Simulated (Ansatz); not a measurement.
Energy difference R1 → 3 P1 + P2, each structure at its B3LYP-D3(BJ)/def2-TZVP stationary point, reached from a drawn start (curvature not checked).
R1: O3S (SMILES O=S(=O)=O), charge 0, multiplicity 1.
P1: O atom, charge 0, multiplicity 3.
P2: S atom, charge 0, multiplicity 3.

P less R. No zero-point or thermal terms; singlets are restricted closed shells; open shells are unrestricted; no spin–orbit coupling.

Correlated levels freeze the cores.

Codes used: Ansatz (Gaussian basis) for Hartree–Fock, density functionals and correlated methods. All values are computed, each at the level named.

```
level                reaction energy (eV)
-------------------  --------------------
B97M-V/def2-TZVPP                  15.000
PBE0/def2-TZVPP                    14.677
BHLYP/def2-TZVPP                   12.508
MP2/cc-pV(Q+d)Z                    16.078
SCS-MP2/cc-pV(D+d)Z                12.339
SCS-MP2/cc-pV(T+d)Z                14.793
CCSD/cc-pV(Q+d)Z                   13.647
CCSD(T)/cc-pV(D+d)Z            (withheld)
CCSD(T)/cc-pV(Q+d)Z            (withheld)
```

Q: Fill in the missing entries.

A: 
- CCSD(T)/cc-pV(D+d)Z, reaction energy (eV): 11.614
- CCSD(T)/cc-pV(Q+d)Z, reaction energy (eV): 14.511

Ansatz is a first-principles code.
